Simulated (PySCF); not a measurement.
PBE0 on Pb (lead, neutral), [Xe] 4f14 5d10 6s2 6p1 6d1, one real determinant (an excited configuration). Computed with PySCF 2.14 in aug-cc-pwCVDZ-PP with ECP60MDF, with scalar relativity through the core potential.

```
cycle= 1 E= -192.622247225682  delta_E= -0.00713  |g|= 0.0118  |ddm|= 0.575
cycle= 2 E= -192.622287521803  delta_E= -4.03e-05  |g|= 0.00519  |ddm|= 0.0609
cycle= 3 E= -192.622294033257  delta_E= -6.51e-06  |g|= 0.00151  |ddm|= 0.0131
cycle= 4 E= -192.62229466312  delta_E= -6.3e-07  |g|= 6.96e-05  |ddm|= 0.00453
cycle= 5 E= -192.622294667099  delta_E= -3.98e-09  |g|= 4.6e-06  |ddm|= 0.00038
cycle= 6 E= -192.622294667131  delta_E= -3.26e-11  |g|= 3.76e-07  |ddm|= 4.48e-05
converged SCF energy = -192.622294667131  <S^2> = 2.0017001  2S+1 = 3.0011332
```

Highest occupied orbital energy: 0.015 eV; ⟨L²⟩ = 8.00; populations by l: s 4.00, p 7.00, d 11.00, f 0.00.

Task: Can this result be used?

Result: Not for this state. The calculation finished and met its thresholds. ⟨L²⟩ = 8.00 against 12 for a pure F term, so this real determinant mixes terms. Energies and moments cover only the electrons outside the core potential. Spin-orbit coupling, absent here, splits the open shell strongly. The outer electron is Rydberg-like, and this basis confines it to a smaller radius and binds it less than a complete one would. At PBE0 the highest occupied level has a positive energy, so only the finite basis holds that electron; for this excited configuration the basis is too tight for the outer shell.
